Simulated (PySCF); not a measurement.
C2H3ClSi, SMILES C#C[SiH2]Cl. Geometry optimised at PBE0-D3(BJ)/def2-SVP.

Computed equilibrium geometry at PBE0-D3(BJ)/def2-SVP (PySCF confirms it by a frequency run) as bond lengths and angles, and its point group:
point group Cs.
Atoms: Si1 Cl2 C3 C4 H5 H6 H7. Bonds (Å): Si1–Cl2 2.066, Si1–C3 1.826, Si1–H5 1.486, Si1–H6 1.486, C3–C4 1.217, C4–H7 1.076. Bond angles (°): Cl2–Si1–C3 109.5, Cl2–Si1–H5 108.5, Cl2–Si1–H6 108.5, C3–Si1–H5 109.6, C3–Si1–H6 109.6, H5–Si1–H6 111.0, Si1–C3–C4 179.5, C3–C4–H7 179.9.
Charge 0, spin multiplicity 1.
